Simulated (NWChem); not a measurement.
Species: HS$_{2}$ anion

```xyz
3

S      0.0329    -1.1278     0.0000
S      0.0616     1.0137     0.0000
H     -1.2701     1.2982     0.0000
```
Atoms are numbered in this order, from 1.

Level: B3LYP/def2-SVPD (NWChem), optimised geometry, unscaled harmonic frequencies. The highest occupied level is positive, so the extra electron may be held by the finite basis.

| frequency (cm⁻¹) | IR intensity (km/mol) |
|---|---|
| 434 | 3.1 |
| 799 | 17.8 |
| 2556 | 71.5 |

```json
{
 "zero_point_energy": "5.4 kcal/mol",
 "thermal correction to the enthalpy at 298.15 K (with zero-point energy)": "8.0 kcal/mol",
 "heat capacity Cv": "8.0 cal/(mol K)",
 "entropy at 298.15 K and 1 atm (symmetry number 1)": "60.2 cal/(mol K)"
}
```

Rigid rotor and harmonic oscillator.
